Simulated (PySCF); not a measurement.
Correlation energy of O (oxygen, neutral)

[He] 2s2 2p4, high-spin 3P determinant. All numbers are calculated (PySCF 2.14, the spin-free X2C one-electron Hamiltonian (Gaussian nucleus), in aug-cc-pCVTZ-DK with one added diffuse shell each of s, p, d, f type (8s7p5d3f, 75 functions)). Frozen: nothing; 8 electrons correlated.

MP2 pair energies summed by pair of shells (mhartree):

| pair | energy | share (%) |
| --- | --- | --- |
| 2p-2p | -69.59 | 34.4 |
| 2s-2p | -69.43 | 34.3 |
| 1s-1s | -35.56 | 17.6 |
| 1s-2p | -11.43 | 5.7 |
| 2s-2s | -11.03 | 5.5 |
| 1s-2s | -5.10 | 2.5 |

Total MP2 correlation energy: -202.15 mhartree.

Same-spin part -43.21 and opposite-spin part -158.95 mhartree; SCS-MP2 scales them by 1/3 and 6/5 to -205.14 mhartree.
